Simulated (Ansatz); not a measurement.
Z-matrix (Å, degrees):
```
C
B 1 1.578
H 1 1.094 2 114.2
H 1 1.095 2 110.6 3 121.7
H 1 1.095 2 110.6 3 -121.7
C 2 1.578 1 120.8 3 -180.0
N 2 1.398 1 119.6 3 0.0
H 6 1.095 2 110.6 1 -58.6
H 6 1.095 2 110.6 1 58.0
H 6 1.094 2 114.2 1 179.8
H 7 1.006 2 123.1 1 -180.0
H 7 1.006 2 123.1 1 0.0
```

Total charge 0; spin multiplicity 1.

Q: List the PBE0/def2-TZVPP orbital energies in eV (Ansatz). (An estimate is asked.)

A: Ansatz gave: Occupied: -390.96, -277.01, -277.01, -183.73, -24.04, -19.44, -18.69, -14.01, -13.92, -11.48, -11.20, -10.38, -10.36, -9.59, -8.44, -8.07. Lowest empty: 0.84, 1.26, 2.01, 2.08, 2.96, 2.99, 3.15, 4.13.
